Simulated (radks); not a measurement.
The numbers below are computed, except where a source is named.
Fractional charge and spin in the 4s shell of selenium: the spin-up occupation runs from 0 to 1 and the spin-down occupation from 0 to 1; the fullest corner is Se+, [Ar] 3d10 4p(up 1.5, down 1.5) 4s(up 1, down 1). Code: a radial shooting solver on a logarithmic mesh with Libxc functionals. Model: scalar-relativistic Kohn-Sham, PBE, spin-polarised, spherical densities, point nucleus. Energy (eV) minus the two flat planes that join the four corners (they meet along the diagonal where the two added fractions sum to one electron); zero is where a piecewise linear energy would lie.

\begin{tabular}{lrrr}
down \ up & 0 & 0.5 & 1 \\ \hline
0 & 0.000 & -1.489 & 0.000 \\
0.5 & -1.489 & 0.304 & -1.373 \\
1 & 0.000 & -1.373 & 0.000 \\
\end{tabular}

Corners above the fullest one (they belong to Se2+ and the next ion): (up 1, down 0) 32.283 eV, (up 0, down 1) 32.283 eV, (up 0, down 0) 77.243 eV. With half an added electron in each spin the energy lies 0.304 eV from the planes, and with half an added electron in spin up alone -1.489 eV. The planes are only a guide here: the flat-plane condition holds for ground states with one frontier orbital, while this shell lies below other occupied shells, so the corners above the fullest one are inner-hole states and not the ground states of those ions.
